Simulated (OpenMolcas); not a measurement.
An OpenMolcas run meant for Eu²⁺ (ANO-R2, X2C; inactive shells 1s 2s 2p 3s 3p 3d 4s 4p 4d 5s 5p; intended active space 7 electrons in 7 orbitals (4f)). One step of its input:

```
&RASSCF
FileOrb=start.orb
Symmetry=2
Spin=8
nActEl=7 0 0
Inactive=15 12
Ras2=0 7
CIRoot=4 4 1
SDav=1
CIMx=300
Iter=84 100
PrWF=0.3
OrbListing=Nothing
MaxOrb=0
Atom
>>> COPY $Project.JobIph JOB001
```

Lines from the output:

```
...
      Number of secondary orbitals              42
      Spin quantum number                      3.5
      State symmetry                             2
Orbital specifications:
      -----------------------

      Symmetry species                           1   2
                                                ag  au
      Frozen orbitals                            0   0
      Inactive orbitals                         15  12
      Active orbitals                            0   7
      RAS1 orbitals                              0   0
      RAS2 orbitals                              0   7
      RAS3 orbitals                              0   0
      Secondary orbitals                        22  20
      Deleted orbitals                           0   0
      Number of basis functions                 37  39
      Number of CSFs                             1
      Number of root(s) required                 4
 ************ ERROR ***********
  You can't ask for more roots
  than there are configurations
 ******************************
--- Stop Module: rasscf at  /rc=_RC_INPUT_ERROR_ ---
.####################.
.# User input error #.
.####################.
```

Q: What is wrong with the input?

A: CIRoot asks for more roots than the active space has configuration state functions.
